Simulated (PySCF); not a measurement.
H3AlAsFO (SMILES [OH][Al]([F])[AsH2]), singlet, at the geometry of the source list. Base run: PySCF with PBE0/6-31G.

Input for PySCF:
```python
from pyscf import gto, scf, dft, solvent

mol = gto.M(
    atom='''
Al    0.379500    0.421900    0.061200
As   -1.430400   -1.131600    0.136900
H    -1.238700   -1.322700   -1.349600
H    -2.370500    0.011300   -0.170800
F     0.250500    1.812900   -0.849400
O     1.780800    0.133100    0.874900
H     2.628700    0.075100    1.296700
''',
    basis='6-31g',
    charge=0,
    spin=0,
    verbose=4,
)

mf = dft.RKS(mol)
mf.xc = 'pbe0'
mf.kernel()
mf.analyze()
```

The base run was repeated with changes; each row names its change, and settings that it needs were set with it.

```json
[
 {"change": "base", "ΔE vs base (kJ/mol)": "0.00", "dipole (D)": "1.70", "HOMO-LUMO gap (eV)": "7.09"},
 {"change": "model = IEF-PCM; solvent = toluene; vdw_scale = 1.4", "ΔE vs base (kJ/mol)": "-10.23", "dipole (D)": "1.75", "HOMO-LUMO gap (eV)": "7.14"},
 {"change": "model = C-PCM; solvent = toluene", "ΔE vs base (kJ/mol)": "-23.92", "dipole (D)": "1.72", "HOMO-LUMO gap (eV)": "7.17"},
 {"change": "model = SS(V)PE; solvent = toluene", "ΔE vs base (kJ/mol)": "-19.49", "dipole (D)": "1.74", "HOMO-LUMO gap (eV)": "7.15"},
 {"change": "model = IEF-PCM; solvent = toluene; lebedev_order = 11", "ΔE vs base (kJ/mol)": "-19.19", "dipole (D)": "1.74", "HOMO-LUMO gap (eV)": "7.15"},
 {"change": "model = IEF-PCM; solvent = chloroform", "ΔE vs base (kJ/mol)": "-29.6", "dipole (D)": "1.74", "HOMO-LUMO gap (eV)": "7.19"},
 {"change": "model = IEF-PCM; solvent = toluene", "ΔE vs base (kJ/mol)": "-19.56", "dipole (D)": "1.74", "HOMO-LUMO gap (eV)": "7.15"},
 {"change": "model = IEF-PCM; solvent = dimethylsulfoxide", "ΔE vs base (kJ/mol)": "-41.2", "dipole (D)": "1.73", "HOMO-LUMO gap (eV)": "7.23"},
 {"change": "model = COSMO; solvent = toluene", "ΔE vs base (kJ/mol)": "-19.61", "dipole (D)": "1.72", "HOMO-LUMO gap (eV)": "7.16"},
 {"change": "model = IEF-PCM; solvent = 2-propanol", "ΔE vs base (kJ/mol)": "-39.2", "dipole (D)": "1.73", "HOMO-LUMO gap (eV)": "7.22"},
 {"change": "model = IEF-PCM; solvent = toluene; lebedev_order = 41", "ΔE vs base (kJ/mol)": "-19.56", "dipole (D)": "1.74", "HOMO-LUMO gap (eV)": "7.15"},
 {"change": "model = IEF-PCM; solvent = toluene; r_probe = 0.5", "ΔE vs base (kJ/mol)": "-7.24", "dipole (D)": "1.74", "HOMO-LUMO gap (eV)": "7.13"}
]
```

The base is the gas phase, so ΔE is the electrostatic part of solvation at a fixed geometry, without cavity and dispersion terms.
